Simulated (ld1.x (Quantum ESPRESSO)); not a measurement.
## Varying the TM potential for Si (Z = 14)

Base potential:

- Element: silicon (Si)
- Generator: ld1.x (Quantum ESPRESSO) 7.5
- Type: norm-conserving Troullier–Martins (Kleinman–Bylander form)
- Functional: PBE
- Relativity: scalar-relativistic
- Frozen core: [Ne]
- Valence charge: 4
- Reference configuration: 3s1.5 3p2.5
- Partial waves: 3s (bound): rc 1.90 bohr; 3d channel at 0.2 Ry: rc 1.60 bohr; 3p (bound): rc 1.90 bohr
- Local potential: the p channel
- Core correction: Bessel-smoothed model core inside 0.75 bohr

All-electron outer shells of the reference configuration (PBE, scalar-relativistic, ld1.x):

```csv
shell,level (eV),outermost node (bohr),outermost maximum (bohr)
2s,-140.34,0.15,0.45
2p,-96.40,–,0.39
3s,-11.20,0.72,1.77
3p,-4.38,0.72,2.14
```

Cutoffs, loose and tight: the cutoffs (Ry, on a coarse ladder) from which the occupation-weighted sum of valence levels, in a spherical-Bessel basis at the reference potential, stays within 10 and 1 mRy of its value at 400 Ry. They do not see the model core or the augmentation charge, which bear on the density cutoff. Test errors are all-electron minus pseudo excitation energies from the reference, over the configurations 3s2 3p2; 3s2 3p1; 3s2 3p0; 3s1 3p2; 3s0 3p4; 3s2 3p2.3; 3s2 3p1.5. A dash means not determined; rows that change the core or the reference have their own tests.

```tsv
change	outcome	cutoff, loose	cutoff, tight	bound ghosts	largest test error (meV)
base	generated	12 Ry	35 Ry	none	+9.9
core correction Bessel-smoothed model core inside 0.82 bohr	generated	12 Ry	35 Ry	none	+9.9
core correction Bessel-smoothed model core inside 1.02 bohr	generated	12 Ry	35 Ry	none	+9.9
core correction Bessel-smoothed model core inside 1.16 bohr	generated	12 Ry	35 Ry	none	+10
core correction Bessel-smoothed model core inside 1.50 bohr	generated	12 Ry	35 Ry	none	+12
core correction Bessel-smoothed model core inside 1.72 bohr	generated	12 Ry	35 Ry	none	+8.3
core correction Bessel-smoothed model core inside 1.84 bohr	generated	12 Ry	35 Ry	none	-4.5
```

What comes out with this change to the base: core correction none?

outcome: generated; cutoff, loose: 12 Ry; cutoff, tight: 35 Ry; bound ghosts: none; largest test error (meV): +5.0.
